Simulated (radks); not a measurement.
Question: All-electron atom: Ni3+ in [Ar] 3d6 5f1 (not the ground configuration). Method: non-relativistic Kohn-Sham, SCAN, spin-unpolarised, spherical densities, point nucleus; meta-GGA in the generalised Kohn-Sham scheme; computed with a radial shooting solver on a logarithmic mesh with Libxc functionals. Some entries of the table are withheld. Estimate them.

orbital  occ.  eigenvalue (hartree)  <1/r> (bohr^-1)  <r> (bohr)
1s          2             -301.6561            27.50     0.05485
2s          2             -38.00399            5.968      0.2478
2p          6                   (1)            5.910      0.2165
3s          2              -6.23073              (2)         (3)
3p          6              -4.78205            1.799      0.7603
3d          6              -2.36865              (4)      0.8365
5f          1              -0.28126           0.1677       7.701

Answer: 
(1) 2p eigenvalue (hartree): -33.39221
(2) 3s <1/r> (bohr^-1): 1.917
(3) 3s <r> (bohr): 0.7362
(4) 3d <1/r> (bohr^-1): 1.527
